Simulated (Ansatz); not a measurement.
`[NH2][Ta]([OH])([F])=[S]` at its PBE0-D4/def2-TZVP geometry, where that method's forces vanish. Total charge 0; spin multiplicity 1. Ta: def2 effective core potential.

```xyz
8

N    -0.5122    0.1802   -1.3824
Ta    0.0627   -0.4380    0.3856
O     0.1225    1.0368    1.5638
F    -1.1753   -1.6769    1.0673
S     2.0119   -1.3335    0.1097
H    -1.3219    0.7670   -1.5317
H    -0.0290    0.0092   -2.2509
H     0.8415    1.4553    2.0386
```

(1) What forces (eV/Å) does ωB97M-V/def2-TZVPP give on these atoms in the Gaussian-basis code of Ansatz? (Best estimate.)

## Answers

(1) Ansatz gave: 
```
N1  -0.058  0.036 -0.041
Ta2  0.239 -0.132 -0.025
O3   0.021  0.042  0.053
F4  -0.035  0.005  0.015
S5  -0.124  0.050  0.024
H6   0.023 -0.014 -0.031
H7  -0.025  0.014  0.014
H8  -0.041 -0.002 -0.010
```
